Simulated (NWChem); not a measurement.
System: C2H4BFO2; SMILES CC(=O)B(O)F

Here is an NWChem input.

```
start job
memory heap 200 mb stack 900 mb global 1100 mb
geometry units angstroms noautosym nocenter noautoz
  C     -1.104878    -1.635965     0.000000
  C      0.108739    -0.739346     0.000000
  O      1.253022    -1.189713     0.000000
  B     -0.004496     0.872680     0.000000
  O      1.147727     1.561989     0.000000
  F     -1.177723     1.499569     0.000000
  H     -1.728835    -1.421056     0.877839
  H     -1.728835    -1.421056    -0.877839
  H     -0.810563    -2.688380     0.000000
  H      1.870764     0.903740     0.000000
end
basis spherical
  * library pcsseg-1
end
dft
  xc pbe0
  iterations 150
end
property
  shielding 9 1 2 3 4 5 6 7 9 10
end
task dft property
```

Parts of the log:

```
             Northwest Computational Chemistry Package (NWChem) 7.3.0
             --------------------------------------------------------

                             Geometry "geometry" -> ""
                             -------------------------

 Output coordinates in angstroms (scale by  1.889725989 to convert to a.u.)

  No.       Tag          Charge          X              Y              Z
 ---- ---------------- ---------- -------------- -------------- --------------
    1 C                    6.0000    -1.10487800    -1.63596500     0.00000000
    2 C                    6.0000     0.10873900    -0.73934600     0.00000000
    3 O                    8.0000     1.25302200    -1.18971300     0.00000000
    4 B                    5.0000    -0.00449600     0.87268000     0.00000000
    5 O                    8.0000     1.14772700     1.56198900     0.00000000
    6 F                    9.0000    -1.17772300     1.49956900     0.00000000
    7 H                    1.0000    -1.72883500    -1.42105600     0.87783900
    8 H                    1.0000    -1.72883500    -1.42105600    -0.87783900
    9 H                    1.0000    -0.81056300    -2.68838000     0.00000000
   10 H                    1.0000     1.87076400     0.90374000     0.00000000

 Effective nuclear repulsion energy (a.u.)     217.5180677583

                              NWChem Property Module
                              ----------------------

  itol2e modified to match energy
  convergence criterion.

                                 NWChem DFT Module
                                 -----------------

 Summary of "ao basis" -> "ao basis" (spherical)
 ------------------------------------------------------------------------------
       Tag                 Description            Shells   Functions and Types
 ---------------- ------------------------------  ------  ---------------------
 C                          pcsseg-1                 7       17   3s3p1d
 O                          pcsseg-1                 7       17   3s3p1d
 B                          pcsseg-1                 7       17   3s3p1d
 F                          pcsseg-1                 7       17   3s3p1d
 H                          pcsseg-1                 3        5   2s1p

  itol2e modified to match energy
  convergence criterion.

            General Information
            -------------------
          SCF calculation type: DFT
          Wavefunction type:  closed shell.
          No. of atoms     :    10
          No. of electrons :    46
           Alpha electrons :    23
            Beta electrons :    23
          Charge           :     0
          Spin multiplicity:     1
          Use of symmetry is: off; symmetry adaption is: off
          Maximum number of iterations: 150
          AO basis - number of functions:   122
                     number of shells:    54
          Convergence on energy requested:  1.00D-07
          Convergence on density requested:  1.00D-05
          Convergence on gradient requested:  5.00D-04

              XC Information
              --------------
                         PBE0 Method XC Functional
                     Hartree-Fock (Exact) Exchange  0.250
          PerdewBurkeErnzerhof Exchange Functional  0.750
            Perdew 1991 LDA Correlation Functional  1.000 local
           PerdewBurkeErnz. Correlation Functional  1.000 non-local

[...]

          -----------------------------------------
          Chemical Shielding Tensors (GIAO, in ppm)
          -----------------------------------------

                                NWChem CPHF Module
                                ------------------

  scftype          =     RHF
  nclosed          =       23
  nopen            =        0
  variables        =     2277
  # of vectors     =        3
  tolerance        = 0.10D-03
  level shift      = 0.00D+00
  max iterations   =       50
  max subspace     =       30

 SCF residual:    1.0601537865987228E-004

Iterative solution of linear equations
  No. of variables     2277
  No. of equations        3
  Maximum subspace       30
        Iterations       50
       Convergence  1.0D-04

   iter   nsub   residual    time
   ----  ------  --------  ---------
     1      3    1.02D+00      56.8
     2      6    2.20D-01      61.7
     3      9    1.05D-02      66.6
     4     12    6.44D-04      71.5
     5     15    3.39D-05      76.4

      Atom:    1  C
        Diamagnetic
    256.0976      7.2644     -0.0000
      7.2644    251.7105     -0.0000
     -0.0000     -0.0000    244.4784

        Paramagnetic
   -111.7919     28.4759     -0.0000
     28.4759    -92.6396      0.0000
     -0.0000      0.0000   -100.8100

        Total Shielding Tensor
    144.3057     35.7403     -0.0000
     35.7403    159.0708      0.0000
     -0.0000      0.0000    143.6685

           isotropic =     149.0150
          anisotropy =      58.7521

          Principal Components and Axis System
                 1           2           3
              188.1831    143.6685    115.1934

      1         0.6315     -0.0000      0.7753
      2         0.7753      0.0000     -0.6315
      3         0.0000      1.0000      0.0000

      Atom:    2  C
        Diamagnetic
    265.2687     -0.1349      0.0000
     -0.1349    258.3190      0.0000
      0.0000      0.0000    236.2617

        Paramagnetic
   -409.9645      6.0115     -0.0000
      6.0115   -381.7954     -0.0000
     -0.0000     -0.0000   -129.0460

        Total Shielding Tensor
   -144.6958      5.8765     -0.0000
      5.8765   -123.4765     -0.0000
     -0.0000     -0.0000    107.2157

           isotropic =     -53.6522
          anisotropy =    -138.8435

          Principal Components and Axis System
                 1           2           3
             -146.2146   -121.9577    107.2157

      1         0.9682      0.2502     -0.0000
      2        -0.2502      0.9682     -0.0000
      3         0.0000      0.0000      1.0000

      Atom:    3  O
        Diamagnetic
    416.2089     -9.0920     -0.0000
     -9.0920    395.8787     -0.0000
     -0.0000     -0.0000    397.2845

        Paramagnetic
  -1652.0925    217.9910     -0.0000
    217.9910  -1001.0385     -0.0000
     -0.0000     -0.0000    -46.2699

        Total Shielding Tensor
  -1235.8837    208.8990     -0.0000
    208.8990   -605.1598     -0.0000
     -0.0000     -0.0000    351.0146

           isotropic =    -496.6763
          anisotropy =   -1203.1806

          Principal Components and Axis System
                 1           2           3
            -1298.7967   -542.2468    351.0146

      1         0.9575      0.2884     -0.0000
      2        -0.2884      0.9575     -0.0000
      3         0.0000      0.0000      1.0000

      Atom:    4  B
        Diamagnetic
    202.0709     -0.7742      0.0000
     -0.7742    203.4557      0.0000
      0.0000      0.0000    177.5424

        Paramagnetic
    -92.7051     13.3268      0.0000
     13.3268   -145.6589      0.0000
      0.0000      0.0000    -92.6225

        Total Shielding Tensor
    109.3658     12.5527      0.0000
     12.5527     57.7969      0.0000
      0.0000      0.0000     84.9199

           isotropic =      84.0275
          anisotropy =      42.3473

          Principal Components and Axis System
                 1           2           3
              112.2590     84.9199     54.9037

      1         0.9745     -0.0000     -0.2246
      2         0.2246     -0.0000      0.9745
      3         0.0000      1.0000     -0.0000

      Atom:    5  O
        Diamagnetic
    404.1198      1.9554      0.0000
      1.9554    389.4741      0.0000
      0.0000      0.0000    373.5215

        Paramagnetic
   -280.8912     99.6033      0.0000
     99.6033   -255.8277      0.0000
      0.0000      0.0000    -53.7346

        Total Shielding Tensor
    123.2286    101.5586      0.0000
    101.5586    133.6464      0.0000
      0.0000      0.0000    319.7869

           isotropic =     192.2206
          anisotropy =     191.3494

          Principal Components and Axis System
                 1           2           3
              319.7869    230.1296     26.7454

      1         0.0000      0.6888      0.7250
      2         0.0000      0.7250     -0.6888
      3         1.0000     -0.0000     -0.0000

      Atom:    6  F
        Diamagnetic
    482.2854    -11.9679     -0.0000
    -11.9679    467.5193      0.0000
     -0.0000      0.0000    460.1782

        Paramagnetic
   -207.2005    -81.2570      0.0000
    -81.2570   -269.5666      0.0000
      0.0000      0.0000    -38.2245

        Total Shielding Tensor
    275.0848    -93.2249     -0.0000
    -93.2249    197.9527      0.0000
     -0.0000      0.0000    421.9537

           isotropic =     298.3304
          anisotropy =     185.4349

          Principal Components and Axis System
                 1           2           3
              421.9537    337.4060    135.6316

      1        -0.0000      0.8313      0.5558
      2         0.0000     -0.5558      0.8313
      3         1.0000      0.0000     -0.0000

      Atom:    7  H
        Diamagnetic
     31.5562      1.1670     -8.1402
      1.1670     24.7693      0.6778
     -8.1402      0.6778     30.7931

        Paramagnetic
     -3.6183     -1.3109      5.3929
     -1.3109      3.7937     -0.9969
      5.3929     -0.9969     -0.9597

[...]
```

Level: PBE0/pcSseg-1, GIAO. Geometry: optimised at B3LYP/6-31G* (spherical d). The output numbers the shielded atoms by their place in the input's list. The printed shielding anisotropy is the first printed principal value minus the mean of the other two.
